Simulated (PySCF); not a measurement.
Estimate the missing entries of this data sheet.

Compound: Si(NCS)2Cl2, C2Cl2N2S2Si.
Structure used (PBE0-D3(BJ)/def2-SVP), in Å, numbered top down from 1:
```xyz
9
C2Cl2N2S2Si angstrom
Si    -0.700   -0.035   -0.552
N     -0.783    0.006    1.140
C     -0.827    0.029    2.338
S     -0.882    0.061    3.902
N      0.927   -0.026   -1.025
C      2.068   -0.005   -1.394
S      3.558    0.022   -1.872
Cl    -1.631    1.601   -1.323
Cl    -1.598   -1.724   -1.242
```

```csv
property,level,value
point group,PBE0-D3(BJ)/def2-SVP,?
"rotational constants A, B, C",PBE0-D3(BJ)/def2-SVP,"0.721, 0.411, 0.328 GHz"
dipole moment,PBE0/def2-SVPD,0.14 D
HOMO energy,PBE0/def2-SVPD,-8.06 eV
LUMO energy,PBE0/def2-SVPD,-1.80 eV
lowest singlet excitation,TDDFT PBE0/def2-SVPD,?
strongest line among the 10 lowest singlet transitions,TDDFT PBE0/def2-SVPD,"S7 at 5.99 eV (207 nm, f = 0.634)"
lowest triplet excitation (Tamm–Dancoff),TDA PBE0/def2-SVPD,?
static isotropic polarisability,PBE0/def2-SVPD,?
electronic spatial extent ⟨r²⟩ about the centre of nuclear charge,PBE0/def2-SVPD,3273 bohr²
13C chemical shifts (computed TMS as zero) by class,GIAO B3LYP/pcSseg-1,147.3 (C3/C6) ppm
"isotropic shieldings of nuclei other than C and H, by class",GIAO B3LYP/pcSseg-1,"135 (N2/N5), 427 (Si1), 694 (S4/S7), 798 (Cl8/Cl9) ppm"
```

Gas-phase values; electronic properties from PySCF, density fitting. Geometry: PBE0-D3(BJ)/def2-SVP; no solvent, vibrations or thermal averaging.

**Question.** What is the lowest triplet excitation (Tamm–Dancoff)?

**Answer.** 4.22 eV.

**Question.** Give the static isotropic polarisability.

**Answer.** 141.2 au.

**Question.** What is the lowest singlet excitation?

**Answer.** 4.78 eV (260 nm, f = 0.000).

**Question.** What is the point group?

**Answer.** C2v.

With B = h/(8π²I), that is 505.379 GHz u Å² over I, the principal moments of inertia are 700.9, 1228.9 and 1542.8 u Å² (most abundant isotopes). No computed singlet falls in the visible range (750 to 380 nm, 1.65 to 3.26 eV); S1 lies 1.52 eV above its blue end. The principal polarisabilities are 99.4, 135.4 and 188.9 au; their mean is the isotropic value. The polarisability is 20.93 Å³ as a volume (1 au = 0.148185 Å³), or 1.33 au for each of the 106 electrons.
